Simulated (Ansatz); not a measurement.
Species: C₂H₃B, SMILES `BC#C` (charge 0, multiplicity 1).

Problem. Give a relaxed geometry from PBE0-D3(BJ)/def2-TZVP (Ansatz, a first-principles code).

Solution. the end point of this relaxation (outside a Z-matrix the atoms follow the SMILES, hydrogens last).
Bonds (Å): B1–C2 1.500, B1–H4 1.193, B1–H5 1.193, C2–C3 1.210, C3–H6 1.066. Angles (°): C2–B1–H4 119.9, C2–B1–H5 119.9, H4–B1–H5 120.3, B1–C2–C3 180.0, C2–C3–H6 180.0.
